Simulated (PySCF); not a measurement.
AsF₃, singlet: structure and spectrum

Computed with PBE/[As def2-TZVP, F def2-TZVP], no relativity, density fitting, PySCF.

The structure is a minimum.

```
Point group                                                                   : C3v
Bond lengths                                                                  : As–F 1.746 Å (×3)
Bond angles                                                                   : F–As–F 96.4° (×3)
Lowest empty level                                                            : -2.05 eV
Dipole moment                                                                 : 2.44 D
Rotational constants                                                          : 0.1874, 0.1874, 0.1309 cm⁻¹
Enthalpy at 298.15 K above 0 K                                                : 14.65 kJ/mol
Principal polarisabilities                                                    : 24.9, 29.0, 29.0 bohr³
Heat capacity Cp at 298.15 K                                                  : 66.4 J/(mol K)
Entropy at 298.15 K and 1 bar                                                 : 292.1 J/(mol K)
Rotational symmetry number                                                    : 3
Highest occupied level                                                        : -8.53 eV
Zero-point energy                                                             : 16.6 kJ/mol
Principal quadrupole moments (Buckingham, traceless) about the centre of mass : -1.25, -1.25, 2.51 D Å
Atomisation energy without zero-point energy                                  : 1427 kJ/mol
```

Harmonic modes (masses in u: As 74.922, F 18.998):
```csv
symmetry,ω (cm⁻¹),"IR (km/mol, summed over degenerate members)",μ (u),type
e,238,7.9,20.24,bend
a1,304,18.3,23.09,bend
e,656,245,22.88,stretch
a1,692,65.1,22.23,stretch
```

In C3v the vibrations span 2e + 2a1.

Charges (e):
```
  atom  Mulliken  Löwdin  polar tensor  Mayer order to As1
   As1      0.91    0.50          1.71                   –
F2,3,4     -0.30   -0.17         -0.57                1.01
```

Mulliken populations on As1: s 7.89, p 13.71, d 10.38, f 0.11.

Outer orbital energies (eV). occupied: -12.52, -11.57, -10.65, -10.65, -10.01, -10.01, -9.80, -8.53; empty: -2.05, -2.05, -0.40, 5.86.

Counting electrons, arsenic keeps 2 of its valence electrons outside its bonds, so the VSEPR class is AX3E1 and the expected shape is trigonal pyramidal (C3v), as computed. The angle of 96° is close to 90°: the heavy centre bonds with nearly pure p orbitals and keeps its lone pair s-like.

The final relaxation and frequency run took roughly 90 core-seconds on a shared host.
